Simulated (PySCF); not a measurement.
NMR parameters from quadrupole coupling constants

Compound: C₆H₁₄O₃Si.
SMILES with atom numbers: `[CH3:1][CH2:2][CH2:3][O:4][C:5](=[O:6])[C@@H:7]([CH3:8])[O:9][SiH3:10]` (hydrogens: H11, H12, H13 on C1; H14, H15 on C2; H16, H17 on C3; H18 on C7; H19, H20, H21 on C8; H22, H23, H24 on Si10)

Geometry (GFN2-xTB, Å), atoms numbered from 1 in this order:
```xyz
24
C6H14O3Si angstrom
C      4.0800    0.3886    0.5004
C      2.8453    0.3663   -0.3912
C      1.5974    0.0335    0.4133
O      0.4706    0.0035   -0.4738
C     -0.7290    0.1006    0.0791
O     -0.9316    0.2187    1.2600
C     -1.8419    0.0200   -0.9517
C     -1.9629   -1.4406   -1.4070
O     -3.0358    0.4785   -0.4391
Si    -3.5424    0.6056    1.1078
H      4.9630    0.6214   -0.0881
H      3.9779    1.1394    1.2801
H      4.2271   -0.5793    0.9736
H      2.9658   -0.3793   -1.1786
H      2.7090    1.3383   -0.8677
H      1.6890   -0.9478    0.8921
H      1.4133    0.7801    1.1931
H     -1.5666    0.6494   -1.8106
H     -2.1870   -2.0709   -0.5492
H     -2.7788   -1.5225   -2.1201
H     -1.0372   -1.7680   -1.8720
H     -3.4336   -0.6391    1.8651
H     -2.9672    1.7393    1.8252
H     -4.9365    0.8841    0.7668
```

Computed at PBE0/pcSseg-1 (PySCF, non-relativistic):

```json
{"atom": "O4", "environment": "ester single-bonded oxygen", "nucleus": "17O", "spin I": "5/2", "Q (b)": "-0.0256", "CQ = χzz (MHz)": "-9.972", "η": "0.370"}
{"atom": "O6", "environment": "ester carbonyl oxygen", "nucleus": "17O", "spin I": "5/2", "Q (b)": "-0.0256", "CQ = χzz (MHz)": "8.686", "η": "0.121"}
{"atom": "O9", "environment": "silyl ether oxygen", "nucleus": "17O", "spin I": "5/2", "Q (b)": "-0.0256", "CQ = χzz (MHz)": "-10.518", "η": "0.373"}
```

Problem. Work back to Vxx, Vyy and Vzz; CQ/MHz = 234.96 (Q/b)(Vzz/au).

Solution. Vxx = −Vzz(1 − η)/2 and Vyy = −Vzz(1 + η)/2, in au:

```json
{"atom": "O4", "Vxx (au)": "-0.522", "Vyy (au)": "-1.136", "Vzz (au)": "1.658", "Vzz (10²¹ V/m²)": "16.11"}
{"atom": "O6", "Vxx (au)": "0.635", "Vyy (au)": "0.809", "Vzz (au)": "-1.444", "Vzz (10²¹ V/m²)": "-14.03"}
{"atom": "O9", "Vxx (au)": "-0.548", "Vyy (au)": "-1.201", "Vzz (au)": "1.749", "Vzz (10²¹ V/m²)": "16.99"}
```

Problem. Give the quadrupolar product PQ = |CQ|√(1 + η²/3), the quadrupolar frequency νQ = 3|CQ|/[2I(2I − 1)] and the Larmor frequency ν0 = |g| × 7.62259 MHz/T × B at 28.2 T, with g(17O) = −0.75752.

Solution. 
```csv
atom,PQ (MHz),νQ (MHz),ν0 (MHz),νQ/ν0
O4,10.20,1.496,162.83,0.009
O6,8.707,1.303,162.83,0.008
O9,10.76,1.578,162.83,0.010
```

For O4: PQ = 9.972 × 1.0226, νQ = 9.972 × 0.1500, ν0 = 5.7742 MHz/T × 28.2 T.

Problem. Second-order quadrupolar shift of the central transition's centre of gravity (half-integer spins, νQ < ν0/10) at 28.2 and 35.2 T.

Solution. δ = −(3/40)(PQ/ν0)² [I(I + 1) − 3/4]/[I²(2I − 1)²], in ppm:

```tsv
site	28.2 T	35.2 T
17O at O4	-23.5	-15.1
17O at O6	-17.2	-11
17O at O9	-26.2	-16.8
```

Problem. In the extreme-narrowing limit, with isotropic tumbling and one correlation time, the quadrupolar linewidth goes as PQ². What relative widths follow for the 17O sites?

Solution. O9 1, O4 0.9, O6 0.65, with O9 as 1.

Problem. Take a correlation time of 1.5 ps, isotropic tumbling and extreme narrowing. What quadrupolar relaxation rates and linewidths follow?

Solution. Rate = (3π²/10) PQ² τc (2I + 3)/[I²(2I − 1)], the same for T1 and T2; width = rate/π.

| site | spin factor (2I + 3)/[I²(2I − 1)] | 1/T1 (s⁻¹) | T1 (ms) | linewidth (Hz) |
| --- | --- | --- | --- | --- |
| 17O at O4 | 0.320 | 148 | 6.77 | 47 |
| 17O at O6 | 0.320 | 108 | 9.28 | 34.3 |
| 17O at O9 | 0.320 | 165 | 6.08 | 52.4 |

The couplings are those of the rigid, isolated species; surroundings and motion change them. GFN2-xTB bond lengths can be off by several hundredths of an ångström, more for odd bonds, and the gradients follow them. With a basis this small, the couplings can be 20 % off.

One conformer stands for the species.
